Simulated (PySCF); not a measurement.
## Removing an electron from `[BH3-][N+](C)(C)CC(C)C`

Compound: C6H18BN.
Cartesian coordinates in Å at the PBE0-D3(BJ)/def2-SVP level; atoms count from 1:
```
atom  x, y, z in Å
B1    -1.6785    0.0826    1.3385
N2    -1.3536   -0.1775   -0.2506
C3    -2.3845   -1.0916   -0.7712
C4    -1.4323    1.0973   -0.9793
C5    -0.0306   -0.8391   -0.4298
C6     1.1968   -0.0223   -0.0091
C7     2.1652   -0.9071    0.7700
C8     1.8998    0.6352   -1.1936
H9    -2.8266    0.5117    1.3654
H10   -1.5617   -1.0103    1.8827
H11   -0.8764    0.9082    1.7535
H12   -3.3710   -0.6380   -0.6202
H13   -2.2177   -1.2911   -1.8425
H14   -2.3432   -2.0308   -0.2066
H15   -1.2418    0.9453   -2.0542
H16   -2.4344    1.5183   -0.8336
H17   -0.7029    1.8015   -0.5649
H18    0.0563   -1.1401   -1.4903
H19   -0.0947   -1.7570    0.1700
H20    0.8423    0.7569    0.6843
H21    1.6900   -1.3044    1.6794
H22    3.0587   -0.3407    1.0734
H23    2.5059   -1.7611    0.1602
H24    1.2308    1.2869   -1.7747
H25    2.7457    1.2517   -0.8530
H26    2.3025   -0.1261   -1.8828
```

Level: CAM-B3LYP/def2-SVPD (PySCF). Frontier orbitals with their largest atomic shares (Löwdin; up to four atoms above 4 %):

| orbital | ε (eV) | main atoms |
| --- | --- | --- |
| HOMO−3 | -10.98 | C6 21 %, C8 13 %, C7 11 %, C5 11 % |
| HOMO−2 | -10.38 | N2 25 %, B1 19 %, C5 8 %, C6 6 % |
| HOMO−1 | -9.11 | B1 40 %, H10 24 %, H9 20 % |
| HOMO | -9.00 | ? |
| LUMO | 1.03 | B1 10 %, C8 9 %, C4 8 %, H15 8 % |
| LUMO+1 | 1.62 | C3 12 %, C7 11 %, C8 10 %, H13 8 % |
| LUMO+2 | 1.80 | C4 12 %, H17 9 %, H18 8 %, H15 7 % |

**Question.** What vertical ionisation energy does ΔSCF give, and how far is −ε(HOMO) from it?

**Answer.** ΔSCF: 9.90 eV (955 kJ/mol; threshold wavelength 125 nm); ⟨S²⟩ of the doublet left behind is 0.756, against 0.75 for a pure doublet. −ε(HOMO) is 9.00 eV, 0.90 eV below it. For the exact functional −ε(HOMO) would equal the first vertical ionisation energy; CAM-B3LYP (range-separated hybrid) falls short of its own ΔSCF value by 9 %. Holes in the HOMO−1 and HOMO−2 were tried too where these lie within 1.2 eV of the HOMO; the lowest converged state counts.

**Question.** On which atoms does the HOMO lie?

**Answer.** B1 (four-coordinate boron) 39 %, H11 (B–H hydrogen) 27 %, H9 (B–H hydrogen) 11 %, H10 (B–H hydrogen) 6 %, so no atom holds as much as 40 %. The HOMO−1 lies 0.11 eV lower.

**Question.** What kinetic energy would electrons from this vertical process carry with He II light (40.814 eV)?

**Answer.** 40.81 − 9.90 = 30.91 eV.

**Question.** How many of the 10 lowest singlet excitations (vertical TDDFT, same level) lie below the ionisation energy?

**Answer.** All 10; they run from 7.61 to 8.86 eV.

**Question.** With α = 99.9 au, estimate the like-pair dispersion coefficient by London's formula C6 = (3/4)α²I.

**Answer.** I = 0.3638 Eh, so C6 ≈ 2730 au, a rough estimate.

One conformer (not necessarily the lowest) at the PBE0-D3(BJ)/def2-SVP geometry, without solvent, vibrations or thermal averaging.
